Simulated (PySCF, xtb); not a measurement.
Mo(O)2(Br)(NH2) (BrH2MoNO2), SMILES [NH2][Mo](=[O])(=[O])[Br], multiplicity 1.

GFN2-xTB run with xtb at its own geometry gives an orbital gap of 3.73 eV and a dipole moment of 5.81 D.

Coordinates come from a B3LYP-D3(BJ)/def2-SVP optimisation. The spin state was assumed, not searched. The structure was generated by enumeration; whether it is a known compound was not checked. The def2 effective core potentials stand for the cores of Mo; spin–orbit coupling is left out. One conformer was computed; it need not be the lowest.

Question: What does PBE/def2-TZVP (PySCF) give? (Estimate from the structure and the level; the computed values follow.)

Answer: gap 3.83 eV (levels -7.26 and -3.43 eV), dipole 3.83 D.
